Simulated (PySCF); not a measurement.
From one molecule to another.

First species: C7H9P.
Geometry (GFN2-xTB, Å), atoms numbered from 1 in this order:
```xyz
17
C7H9P angstrom
C     -2.4800   -1.1560    0.3019
C     -1.5599   -0.2053    0.1777
C     -0.1749   -0.4157   -0.2049
C      0.4172   -1.6230   -0.3972
P      2.1031   -1.4659   -0.9908
C      2.0001    0.3078   -0.7124
C      0.7515    0.6988   -0.3882
C      0.3422    2.1220   -0.1997
H     -3.4901   -0.9259    0.5947
H     -2.2654   -2.1945    0.1166
H     -1.8408    0.8214    0.3701
H     -0.0761   -2.5758   -0.3167
H      2.7344   -1.8056    0.2083
H      2.8223    0.9762   -0.9060
H     -0.4611    2.3814   -0.8894
H     -0.0141    2.2873    0.8174
H      1.1847    2.7850   -0.3828
```

Second species: 3-chlorobenzonitrile, C7H4ClN.
SMILES: `N#Cc1cccc(Cl)c1`

Levels: B3LYP/def2-SVPD for dipole moment, HOMO energy, LUMO energy, HOMO–LUMO gap, static isotropic polarisability and electronic spatial extent ⟨r²⟩ about the centre of nuclear charge; TDDFT B3LYP/def2-SVPD for lowest singlet excitation; TDA B3LYP/def2-SVPD for lowest triplet excitation (Tamm–Dancoff); GFN2-xTB for rotational constant A and rotational constant C. Geometries: GFN2-xTB. Each structure is a single optimised conformer of the isolated species, non-relativistic unless stated; the electronic structure was computed with PySCF and density fitting.

The conformers computed, where there is a choice (atom-mapped SMILES and torsion angles):
- `[CH2:1]=[CH:2][c:3]1[cH:4][pH:5][cH:6][c:7]1[CH3:8]`: C1–C2–C3–C4 -5°

**Question.** Which of the two has the higher rotational constant C, and by how much?

**Answer.** The first: 0.950 GHz against 0.680 GHz, a difference of 0.270 GHz.

**Question.** Which of the two has the higher T1 energy, and by how much?

**Answer.** The second: 3.72 eV against 2.50 eV, a difference of 1.22 eV.

**Question.** Which of the two has the higher LUMO energy, and by how much?

**Answer.** The first: -1.72 eV against -2.11 eV, a difference of 0.39 eV.

**Question.** Which has the higher rotational constant A?

**Answer.** The second: 2.809 GHz against 2.549 GHz, a difference of 0.260 GHz.

**Question.** Which has the higher ⟨r²⟩?

**Answer.** The second: 1507 bohr² against 1219 bohr², a difference of 288 bohr².

**Question.** Which of the two has the higher S1 energy, and by how much?

**Answer.** The second: 4.82 eV against 4.02 eV, a difference of 0.80 eV.

**Question.** Which of the two has the higher dipole moment, and by how much?

**Answer.** The second: 3.99 D against 1.13 D, a difference of 2.86 D.

**Question.** Which of the two has the higher HOMO energy, and by how much?

**Answer.** The first: -6.12 eV against -7.62 eV, a difference of 1.50 eV.

On the first: The dipole matches unit charges of opposite sign 0.23 Å apart (1 e·Å = 4.8032 D). In wavenumbers S1 is 32500 cm⁻¹ (1 eV = 8065.54 cm⁻¹). GFN2-xTB frequencies show an imaginary mode (38i cm⁻¹), so this geometry is no minimum at that level.

On the second: No computed singlet falls in the visible range (750 to 380 nm, 1.65 to 3.26 eV); S1 lies 1.56 eV above its blue end.
